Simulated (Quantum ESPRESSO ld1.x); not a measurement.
Values are calculated unless marked as measured or tabulated.
Species: Re4+. Configuration: [Xe] 4f14 5d3.

Code: ld1.x of Quantum ESPRESSO 7.5. Model: scalar-relativistic Kohn-Sham, LDA (Slater exchange, Perdew-Wang correlation), spin-polarised, spherical densities, point nucleus; open shells are filled with parallel spins first.

Energy parts (eV):
part                      energy
total                  -453865.1
kinetic                 501544.7
electron-nucleus      -1120658.8
Hartree                 173941.7
exchange-correlation     -8692.7

Orbitals (lengths in bohr, moments of r in powers of bohr; <r^-3> diverges for s and p1/2; r(max) is where P^2 peaks):
\begin{tabular}{lrrrrrr}
orbital & occ. & eigenvalue (eV) & <r^4> & r(max) & <r^-3> & <r> \\ \hline
1s down & 1 & -71653.0 & 5.464e-07 & 0.01125 & - & 0.01804 \\
1s up & 1 & -71653.0 & 5.464e-07 & 0.01125 & - & 0.01804 \\
2s up & 1 & -12461.9 & 0.00008178 & 0.06456 & - & 0.07625 \\
2s down & 1 & -12461.7 & 0.00008178 & 0.06456 & - & 0.07625 \\
2p up & 3 & -10884.6 & 0.00006459 & 0.05304 & 20790 & 0.06836 \\
2p down & 3 & -10884.5 & 0.00006459 & 0.05304 & 20790 & 0.06836 \\
3s up & 1 & -2919.19 & 0.003000 & 0.1821 & - & 0.1976 \\
3s down & 1 & -2919.10 & 0.002999 & 0.1821 & - & 0.1976 \\
3p up & 3 & -2454.22 & 0.003238 & 0.1804 & 4659 & 0.1980 \\
3p down & 3 & -2454.13 & 0.003238 & 0.1804 & 4659 & 0.1980 \\
3d up & 5 & -1926.42 & 0.002497 & 0.1468 & 595.2 & 0.1793 \\
3d down & 5 & -1926.28 & 0.002496 & 0.1468 & 595.1 & 0.1793 \\
4s up & 1 & -644.111 & 0.06981 & 0.4127 & - & 0.4408 \\
4s down & 1 & -643.926 & 0.06979 & 0.4127 & - & 0.4408 \\
4p up & 3 & -491.545 & 0.09319 & 0.4331 & 1093 & 0.4689 \\
4p down & 3 & -491.358 & 0.09309 & 0.4331 & 1093 & 0.4688 \\
4d up & 5 & -300.175 & 0.1354 & 0.4432 & 119.9 & 0.5003 \\
4d down & 5 & -299.947 & 0.1348 & 0.4433 & 120.0 & 0.5001 \\
5s up & 1 & -130.527 & 2.056 & 0.9360 & - & 1.030 \\
5s down & 1 & -128.983 & 2.018 & 0.9331 & - & 1.025 \\
5p up & 3 & -91.7816 & 3.767 & 1.056 & 169.8 & 1.187 \\
5p down & 3 & -89.8585 & 3.700 & 1.051 & 173.0 & 1.180 \\
4f up & 7 & -87.5930 & 0.3901 & 0.4160 & 21.00 & 0.5797 \\
4f down & 7 & -87.1893 & 0.3764 & 0.4158 & 21.12 & 0.5767 \\
5d up & 3 & -47.1385 & 13.43 & 1.350 & 11.20 & 1.594 \\
5d down & 0 & -44.8379 & 13.87 & 1.341 & 11.32 & 1.598 \\
\end{tabular}

The highest occupied level is 5d up at -47.138 eV. Summed over all electrons, <r^2> = 31.98 bohr^2, which gives a Langevin (diamagnetic) susceptibility term of -25.3 x 10^-6 cm^3/mol. For comparison, the ionisation energy in NIST's Atomic Spectra Database is 52 eV (theoretical). In exact Kohn-Sham theory the highest level is minus the ionisation energy, but local and semilocal functionals leave it too shallow, through self-interaction and a potential that decays too fast; potentials with the right tail come closer.
